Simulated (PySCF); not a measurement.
Electron correlation in Pt (platinum, neutral)

[Xe] 4f14 5d10, closed-shell 1S (an excited configuration). All numbers are calculated (PySCF 2.14, scalar relativity by spin-free X2C-1e, in ANO-RCC-VTZP (8s7p5d3f1g, 84 functions)). Frozen: [Kr] 4d10 4f14; 18 electrons correlated.

```json
{"level": "CCSD", "correlation energy (mhartree)": "-540.81"}
{"level": "(T)", "correlation energy (mhartree)": "-21.65"}
{"level": "CCSD(T)", "correlation energy (mhartree)": "-562.46"}
```

Diagnostics: T1 = 0.0087, D1 = 0.0160, largest double amplitude 0.026.

Q: Is a single reference adequate?

A: Yes, within this model without spin-orbit coupling: T1 lies below 0.03 and no double amplitude reaches 0.07.
